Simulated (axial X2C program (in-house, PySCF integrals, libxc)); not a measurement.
## Nuclear properties of BTe⁻

Calculated with an in-house all-electron X2C program for linear molecules (integrals from PySCF): two-component X2C with atomic mean-field Coulomb and Gaunt terms, Gaussian nuclei, basis Te dyall-acv3z, B dyall-av3z with contracted cores.

R = 2.071 Å (near the PBE0 minimum at charge -1 of the determinant lowest at the starting distance; the state shown can have its own minimum elsewhere).

Determinant lowest in the PBE0 search, Ω = 0 (closed shell), highest spinor 46% B p, 22% B s, 20% Te p:

```
    level  qzz Te (a.u.)  qzz B (a.u.)
     PBE0          -0.15         -0.43
       HF           0.42         -0.52
   r2SCAN          -0.26         -0.42
      PBE          -0.30         -0.40
BHandHLYP           0.21         -0.49
```

qzz is the electric field gradient, eQq0 = 234.96 MHz × Q/barn × qzz. The operators were transformed with the bare-nucleus X2C matrices; with these basis sets, hyperfine constants and field gradients can be off by tens of per cent, and where levels differ in sign neither size nor sign is settled.

With Q(11B) = 0.04059 barn (Q from Pyykkö, Mol. Phys. 2018), turn the PBE0 values of the first state into constants in MHz.

eQq0(11B) = 234.96 × (0.04059) × (-0.43) = -4.1 MHz.

Each state is one determinant with collinear spin. For an anion, determinants above electron detachment, or with a positive highest level, are held by the basis set. The search compared states at one distance, so a state with another bond length can lie lower. Further determinants of the search, some of them spin-mixed, are not shown. Where a field gradient or hyperfine factor spreads by more than a factor of two over the levels, a constant derived from it is not to be relied on.
